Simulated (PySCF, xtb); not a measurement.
B(Cl)(NCO)(OMe) (C₂H₃BClNO₂), SMILES COB(Cl)N=C=O.

xtb with GFN2-xTB at its own geometry gives an orbital gap of 4.84 eV and a dipole moment of 3.71 D.

The structure is a stationary point at r2SCAN-D4/def2-SVP. The structure was generated by enumeration, and PubChem lists no compound with its InChIKey, so it may never have been made. The values are those of a single conformer.

What does ωB97X/def2-TZVP (PySCF) give? (The exact figures need the calculation; the answer reports its results.)

gap 12.74 eV (levels -11.25 and 1.50 eV), dipole 2.56 D.
